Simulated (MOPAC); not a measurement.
Species: C₂H₆BS, net charge 0, doublet state. SMILES: CB(C)[S]

Atoms: C1, B2, C3, S4, H5, H6, H7, H8, H9, H10. Bonds: C1-B2, C1-H5, C1-H6, C1-H7, B2-C3, B2-S4, C3-H8, C3-H9, C3-H10.

Bond lengths (Å) and angles (degrees) optimised at AM1 with MOPAC; PM3 with MOPAC; PM6 with MOPAC, each started from the B3LYP-D3(BJ)/def2-TZVP structure (Ansatz) of the last column. A row stands for all coordinates that are equal there; 9 of 10 kinds are shown.

```
coordinate    AM1    PM3    PM6  B3LYP-D3(BJ)/def2-TZVP
----------  -----  -----  -----  ----------------------
C1-B2       1.538  1.556  1.569                   1.581
C1-H5       1.112  1.099  1.094                   1.095
C1-H6       1.109  1.096  1.090                   1.089
B2-S4       1.690  1.643  1.753                   1.760
C1-B2-C3    119.1  114.6  123.2                   120.1
C1-B2-S4    120.4  122.7  118.4                   119.9
B2-C1-H5    107.1  109.9  108.6                   109.1
B2-C1-H6    112.1  115.0  114.3                   115.3
H5-C1-H6    110.2  107.3  108.5                   108.3
```

Mean signed difference of all 9 bond lengths from B3LYP-D3(BJ)/def2-TZVP: AM1 -0.005 Å, PM3 -0.015 Å, PM6 -0.004 Å.
